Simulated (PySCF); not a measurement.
Atoms are numbered as in `[CH:1]#[C:2][C:3](=[CH2:4])[CH:5]([F:6])[F:7]`. Each H is labelled by its parent atom. Ha(C4) is cis to C2; Hb(C4) is trans to C2.

Geometry: GFN2-xTB; GIAO shifts from PySCF 2.14, gas phase, non-relativistic, averaged over equivalent atoms.

At PW91/pcseg-1 (118 basis functions, of the order of 40 core-seconds):
```tsv
atoms	δ (ppm)
C3	133.9
C4	130.2
C5	123.6
C1	83.9
C2	81.0
F6/F7	-147.3
H(C5)	6.65
Hb(C4)	6.45
Ha(C4)	6.26
H(C1)	2.79
```

Shifts are taken against calculated references (same method and geometry level): 13C (σref 191.77) and 1H (σref 31.78) against TMS; CFCl3 for 19F (σref 151.02).

Q: What do these become at PBE0/pcSseg-1?

A: 
| atoms | δ at PBE0/pcSseg-1 | change |
| --- | --- | --- |
| C3 | 133.0 | -0.9 |
| C4 | 136.9 | +6.7 |
| C5 | 119.2 | -4.4 |
| C1 | 92.1 | +8.2 |
| C2 | 84.4 | +3.4 |
| F6/F7 | -136.2 | +11.1 |
| H(C5) | 6.42 | -0.23 |
| Hb(C4) | 6.59 | +0.14 |
| Ha(C4) | 6.39 | +0.13 |
| H(C1) | 2.87 | +0.08 |

Chemical shifts δ = σref − σ; 13C (186.93 ppm) and 1H (31.72 ppm) against TMS; 19F (170.95 ppm) vs CFCl3, all at this level.

The largest change is at F6/F7 (fluorine of a CF2 group). Cost: 139 basis functions, roughly 26 core-seconds. The order of the carbon signals changes between the two levels.

Unscaled 19F shifts against computed CFCl3 carry errors that often reach 10 to 50 ppm.
